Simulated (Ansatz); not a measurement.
`O=C[TeH]`. Total charge 0; spin multiplicity 1. Te takes the def2 core potential. Geometry: relaxed with PBE0-D4/def2-TZVP.

```xyz
5

O    -1.306   -0.447   -1.249
C    -0.371   -0.059   -0.627
Te   -0.106   -0.429    1.468
H     0.455    0.532   -1.067
H     1.328    0.403    1.475
```

Question: What is the dipole moment at r2SCAN/def2-TZVPP? (An estimate is asked.)

Answer: Computed: 2.11 D, with components (1.75, 0.79, 0.89) D in this frame, pointing from negative to positive charge.

Question: And with PBE, B3LYP, ωB97M-V? (Estimate.)

Answer: Computed: PBE 2.01 D, B3LYP 2.17 D, ωB97M-V 2.17 D.

Question: Give the Mulliken charges with r2SCAN, ωB97M-V, PBE in def2-TZVPP. (An estimate is asked.)

Answer: Computed: 
```
atom  r2SCAN  ωB97M-V    PBE
  O1   -0.25    -0.23  -0.18
  C2    0.11     0.04   0.02
 Te3    0.10     0.09   0.11
  H4    0.06     0.11   0.08
  H5   -0.02    -0.01  -0.02
```

B3LYP here is the variant with VWN-RPA as its local correlation; programs differ in this.
